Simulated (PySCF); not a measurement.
## Functional dependence of a UV spectrum

Species: gallium monofluoride, GaF (singlet state).
SMILES: `[F][Ga]`

Linear-response calculations in the def2-SVPD basis (PySCF; singlets by full response, triplets Tamm–Dancoff, core orbitals frozen in the response; HF means time-dependent Hartree–Fock). 'Strongest' is the level of largest summed f among the singlets computed (10 roots, of which the last may lack a degenerate partner); it can jump between rows when another state enters that window. S1 is the lowest singlet of each run and needn't be the same state throughout; f(S1) is that of one state. Geometry: PBE0-D3(BJ)/def2-SVP; no solvent, vibrations or thermal averaging. The LDA/def2-SVPD calculation is non-relativistic and has no spin–orbit coupling, an omission that weighs most on gallium.

```
functional                               kind  S1 (eV)  f(S1)  strongest (eV)  T1 (eV)  HOMO (eV)  gap (eV)  ionisation energy, ΔSCF (eV)
       LDA                                LDA     5.67  0.204            8.18     4.17      -7.08      4.71                         10.85
       PBE                                GGA     5.59  0.211            8.06     3.92      -6.85      4.67                         10.53
     B3LYP  global hybrid, 20% exact exchange     5.78  0.252            5.78     4.03      -7.80      6.09                         10.71
      PBE0  global hybrid, 25% exact exchange     5.76  0.274            5.76     3.81      -7.89      6.44                         10.50
 BHandHLYP  global hybrid, 50% exact exchange     5.91  0.319            5.91     3.87      -8.86      8.11                         10.53
 CAM-B3LYP             range-separated hybrid     5.84  0.271            5.84     3.97      -9.27      8.73                         10.75
   wB97X-D             range-separated hybrid     5.81  0.273            5.81     4.31      -9.77      9.95                         10.75
   LC-wPBE             range-separated hybrid     5.77  0.286            5.77     3.66     -10.43     11.01                         10.52
        HF                       Hartree–Fock     5.83  0.404            5.83     3.05     -10.01     11.15                   not settled
```

S1 runs from 5.59 eV (PBE) to 5.91 eV (BHandHLYP), a spread of 0.32 eV, while the orbital gap spreads over 6.5 eV. −ε(HOMO) comes closest to its own ΔSCF ionisation energy with LC-wPBE (-0.09 eV) and misses most with LDA (-3.77 eV). 'Not settled' means that the ion's SCF failed to converge or may have ended in another state than the lowest.
